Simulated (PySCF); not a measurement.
Nuclear quadrupole coupling in `CC(=S)[SiH]1OCCCO1`

C5H10O2SSi.
Structure used (PBE0-D3(BJ)/def2-SVP), in Å, numbered top down from 1:
```xyz
19
C5H10O2SSi angstrom
C      3.207    0.758    0.312
C      2.960   -0.433   -0.549
S      4.129   -1.401   -1.136
Si     1.174   -0.855   -0.972
O      0.464    0.492   -1.649
C     -0.907    0.761   -1.441
C     -1.303    0.613    0.022
C     -1.013   -0.779    0.565
O      0.354   -1.118    0.455
H      4.278    0.915    0.502
H      2.771    1.651   -0.168
H      2.668    0.633    1.267
H      1.098   -2.031   -1.875
H     -1.104    1.787   -1.790
H     -1.526    0.086   -2.065
H     -2.378    0.833    0.134
H     -0.753    1.357    0.622
H     -1.289   -0.840    1.630
H     -1.635   -1.526    0.031
```

Field gradients from the PBE0/pcSseg-1 density (PySCF, non-relativistic), principal values in atomic units, ordered |Vxx| ≤ |Vyy| ≤ |Vzz|:

| atom | Vxx | Vyy | Vzz |
| --- | --- | --- | --- |
| S3 | 0.9240 | 2.1883 | -3.1124 |
| O5 | -0.4754 | -1.2363 | 1.7117 |
| O9 | -0.4748 | -1.2371 | 1.7120 |

Problem. Find the asymmetry η = (Vxx − Vyy)/Vzz and the couplings χ = eQV/h (234.96 MHz × Q in barn × V in au), with Q(33S) = −0.0678 b, Q(17O) = −0.0256 b.

Solution. 
```
atom          environment  nucleus     η  χzz (MHz)  χxx (MHz)  χyy (MHz)
  S3  thiocarbonyl sulfur      33S  0.41      49.58     -14.72     -34.86
  O5   silyl ether oxygen      17O  0.44     -10.30       2.86       7.44
  O9   silyl ether oxygen      17O  0.45     -10.30       2.86       7.44
```

The tensor is traceless: Vxx + Vyy + Vzz = 0.

Problem. What is Vzz at O5 in SI units (1 au = 9.71736 × 10²¹ V/m²)?

Solution. 1.7117 au = 16.633 × 10²¹ V/m².

Were the hydrogens deuterons (Q(2H) = 0.00286 b), χzz would run from 94 kHz (H13) to 195 kHz (H10).

One conformer (not necessarily the lowest) at the PBE0-D3(BJ)/def2-SVP geometry, without solvent, vibrations or thermal averaging. These gradients aren't converged with respect to the basis.
